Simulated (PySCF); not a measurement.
**Germanium: a sound run and one with changed settings**

Sound run: Ge⁺ [Ar] 3d10 4s2 4p1, Ge²⁺ [Ar] 3d10 4s2. Computed with PySCF 2.14 in def2-TZVP, with the non-relativistic Hamiltonian (point nucleus). In the sound run the correlated levels freeze [Ar] 3d10. The sound run starts from symmetry-adapted Hartree-Fock orbitals and uses a fine grid where one is needed.

A second run was set up differently.

| species | method | sound run (hartree) | changed run (hartree) | converged |
| --- | --- | --- | --- | --- |
| Ge⁺ | UHF | -2075.04761 | -2051.47666 | yes |
| Ge⁺ | r2SCAN | -2076.60583 | -2052.72124 | yes |
| Ge⁺ | BP86 | -2076.88709 | -2052.81951 | yes |
| Ge⁺ | MP2 | -2075.08499 | -2051.49165 | yes |
| Ge⁺ | CCSD(T) | -2075.09966 | -2051.50273 | yes |
| Ge²⁺ | UHF | -2074.48816 | -2050.96627 | yes |
| Ge²⁺ | r2SCAN | -2076.01993 | -2052.18062 | yes |
| Ge²⁺ | BP86 | -2076.30324 | -2052.27975 | yes |
| Ge²⁺ | MP2 | -2074.51700 | -2050.98943 | yes |
| Ge²⁺ | CCSD(T) | -2074.52825 | -2051.00509 | yes |

Ionisation energy of Ge⁺:

```
 method  sound run (eV)  changed run (eV)
    UHF          15.224            13.888
 r2SCAN          15.943            14.711
   BP86          15.887            14.688
    MP2          15.456            13.666
SCS-MP2          15.443            13.622
   CCSD          15.527            13.542
CCSD(T)          15.549            13.542
```

(1) What was changed?
A. all electrons correlated in a valence basis
B. minimal basis
C. angular grid far too coarse
D. basis contracted for another Hamiltonian

## Answers

(1) B. It used basis STO-3G. A minimal basis cannot let orbitals breathe on ionisation and holds almost no correlation.
